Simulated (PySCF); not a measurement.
(OH)2Al-NH-SiH3.
Cartesian coordinates in Å at the PBE0-D3(BJ)/def2-SVP level; atoms count from 1:
```xyz
11
AlH6NO2Si angstrom
Al    -1.0518    0.6880    0.0570
O     -0.8511    1.1795    1.6679
O     -2.4031    1.2106   -0.8259
N      0.1055   -0.3723   -0.7888
Si     1.5747   -1.0702   -0.1909
H     -0.1332    0.9343    2.2520
H     -3.0925    1.7677   -0.4631
H     -0.1266   -0.6036   -1.7528
H      1.6984   -0.6532    1.2424
H      1.5803   -2.5670   -0.2495
H      2.7976   -0.5992   -0.9175
```

Computed, not measured: PBE0-D3(BJ)/def2-SVP geometry optimisation, gas phase in PySCF 2.14.0.

Task: Which atoms are bound to Al1, and at what distances?

Result: 3 atoms: O2 1.696 Å, O3 1.697 Å, N4 1.783 Å. The nearest atom not counted as bound is H7, at 2.37 Å.

Task: List the angles at Al1.

Result: 
| angle | degrees | distance of the outer atoms (Å) |
| --- | --- | --- |
| O2–Al1–N4 | 123.1 | 3.06 |
| O2–Al1–O3 | 120.0 | 2.94 |
| O3–Al1–N4 | 117.0 | 2.97 |

Task: What is the shape at Al1?

Result: Planar: angles 123.1°, 120.0° and 117.0°, sum 360.0°, 0.00 Å off the plane of its three neighbours.

Task: What are the other bond lengths?

Result: O2–H6, O3–H7 0.958 Å; N4–Si5 1.733 Å; N4–H8 1.018 Å; Si5–H9, Si5–H10, Si5–H11 1.498 Å.

Task: Give some angles away from the centre.

Result: Al1–N4–Si5 128.8°.

Task: What are the rotational constants (commonest isotopes, rigid rotor)?

Result: A = 5931, B = 1625, C = 1294 MHz: an asymmetric top.

Charge 0, singlet. Not checked by PBE0-D3(BJ)/def2-SVP frequencies.

Hardware: Intel Xeon at 2.50 GHz, one thread, no GPU (shared host). Cost: 2.3 min, 0.43 GiB resident at most. That covers the optimisation of the geometry.

One conformer stands for the species.
